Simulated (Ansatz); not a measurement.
Mulliken charges of `[CH3][Ga]([NH2])[OH]` from PBE/def2-TZVPP in Ansatz (PBE0-D4/def2-TZVP geometry).

| atom | x (Å) | y (Å) | z (Å) | charge (e) |
| --- | --- | --- | --- | --- |
| C1 | -1.438 | 0.605 | -0.278 | -0.402 |
| Ga2 | 0.382 | -0.085 | -0.099 | 0.404 |
| N3 | 1.049 | -0.960 | 1.337 | -0.384 |
| O4 | 1.627 | 0.080 | -1.383 | -0.386 |
| H5 | -1.933 | 0.156 | -1.141 | 0.104 |
| H6 | -2.031 | 0.388 | 0.612 | 0.103 |
| H7 | -1.422 | 1.687 | -0.427 | 0.104 |
| H8 | 1.996 | -1.295 | 1.377 | 0.156 |
| H9 | 0.533 | -1.166 | 2.173 | 0.139 |
| H10 | 1.321 | 0.538 | -2.167 | 0.162 |

Q: By hand: the dipole of these point charges (1 e Å = 4.8032 D).

A: Σ q r = (-0.257, 0.015, 0.158) e Å, of length 0.302 e Å = 1.45 D.

Q: How does the dipole of the full density compare? (Estimate.)

A: Ansatz gave: (-0.332, 0.067, 0.097) e Å, 1.69 D; the point charges give 0.86 times that, at 17° from its direction.

Point charges leave out the atoms' own dipoles, such as those of lone pairs, and Mulliken's split depends on the basis, so the close match here is no proof of good charges.
